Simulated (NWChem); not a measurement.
CH4O2Zn; SMILES C[O][Zn][OH]

```xyz
8

Zn    -0.0750     0.4190    -0.0126
O      0.2006     2.1734     0.1008
H      0.2321     2.5816    -0.7846
O     -0.5226    -1.3056     0.0352
C      0.4219    -2.3444     0.0104
H      1.1399    -2.3291     0.8691
H     -0.1157    -3.3196     0.0679
H      1.0372    -2.3793    -0.9242
```
Atoms are numbered in this order, from 1.

Results from NWChem. Medium grid unless said otherwise, to which SCAN and Minnesota functionals are sensitive. Structure relaxed at the PBE-D3(BJ)/def2-SVP level. Total energies of different functionals are on different scales.

| level | energy (Ha) | highest occupied level (eV) | orbital gap (eV) | dipole (D) |
|---|---|---|---|---|
| B3LYP/def2-SVP | -1970.0062 | -6.86 | 5.71 | 1.82 |
| PBE/def2-SVP | -1969.4691 | -5.51 | 3.86 | 1.71 |
| RPBE/def2-SVP | -1969.8801 | -5.45 | 3.85 | 1.68 |
| PW6B95/def2-SVP | -1971.0697 | -7.28 | 6.42 | 1.86 |
| BP86/def2-SVP | -1970.2134 | -5.65 | 3.98 | 1.72 |
| M06-2X/def2-SVP | -1969.8554 | -8.70 | 8.37 | 1.97 |
| LC-BLYP (range parameter 0.33 per bohr)/def2-SVP | -1969.2992 | ? | ? | 1.90 |

Q: Some entries are withheld; supply them.

A: 
- LC-BLYP (range parameter 0.33 per bohr)/def2-SVP, highest occupied level (eV): -9.38
- LC-BLYP (range parameter 0.33 per bohr)/def2-SVP, orbital gap (eV): 10.19
